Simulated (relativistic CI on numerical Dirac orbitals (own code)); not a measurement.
## Electric-dipole lines of Ga I

Calculated at this level of theory: Dirac-Coulomb-Breit CI, KLI orbitals optimised for each configuration, model QED, valence Slater integrals scaled by 0.85, P86 correlation estimate, and configurations built on the next ion tied to the tabulated ionisation energy (semi-empirical) (own radial code, finite nucleus).

Configurations in the expansion (outside the closed core [Ar] 3d10): 4s²4p, 4s²5s, 4s²5p, 4s²4d, 4s²6s, 4s²5d, 4s²4f, 4s²5f, 4s4p², 4s²6p, 4s²6d, 4s²5g, 4s²6f, 4p³, 4s4p4d. Levels of other configurations are missing.

```csv
λ vac (nm),Lower,Upper,A (s⁻¹),gf,Branching (%)
295.67,4s²4p ²P°1/2 [1],4s²4d ²D3/2 [8],8.74e+07,4.58e-01,83.1
301.87,4s²4p ²P°3/2 [2],4s²4d ²D3/2 [8],1.75e+07,9.57e-02,16.7
301.91,4s²4p ²P°3/2 [2],4s²4d ²D5/2 [7],1.09e+08,8.91e-01,99.8
413.41,4s²4p ²P°1/2 [1],4s²5s ²S1/2 [3],5.43e+07,2.78e-01,34.1
425.63,4s²4p ²P°3/2 [2],4s²5s ²S1/2 [3],1.05e+08,5.70e-01,65.9
```

Terms are leading LS components. Brackets give the number of a level in order of energy, since labels repeat. The list gives strong lines, with weight on those to low levels, without configurations that were not tied to measured data, without lines whose two gauges differ by over a factor of 2.5, among the lowest 25 of 58 levels, so that lines to higher ones, which can be the strongest, are missing, and without lines across small gaps between configurations, and without 16 lines that miss the measured interval by over 3.5 %, start from a term whose rates miss tabulated ones by over 60 %, have gauges far apart or, lacking measured levels, span too small a gap for the errors found; lines with a level outside our table were not tested and can miss by more. Levels whose partners in the same complex of configurations lie outside the list can be far off, and so can their lines. Rates are taken at the computed energies, electric ones in the length gauge.

Configurations that consist of the next ion and one excited electron were tied to the tabulated ionisation energy; Rydberg ones are usually within 1,000 to 3,000 cm⁻¹ and the lowest ones within about 6,000 (9,000 in d shells), while levels on excited terms of the next ion carry the error of that term, and the other configurations can be misplaced by 10,000 cm⁻¹ or more. Rates follow the energies as ν³ (E1, M1) or ν⁵ (E2), so rates, branching and lifetimes can be off by large factors. The fine structure of a lone outer electron comes out too small, for d and f at times inverted, and misplaced configurations move strength between like terms. 7 of the 7 excited levels that our extract of the measured tables holds in this range could be paired (the sources list more); they are missed by 644 cm⁻¹ on average and 970 at most, and levels without a partner can miss by more.

Q: From the table, what is the radiative lifetime of 4s²4d ²D3/2?

A: The listed rates from this level add up to about 1.05e+08 s⁻¹, 100 % of its decay; with all channels τ = 9.51e-09 s.
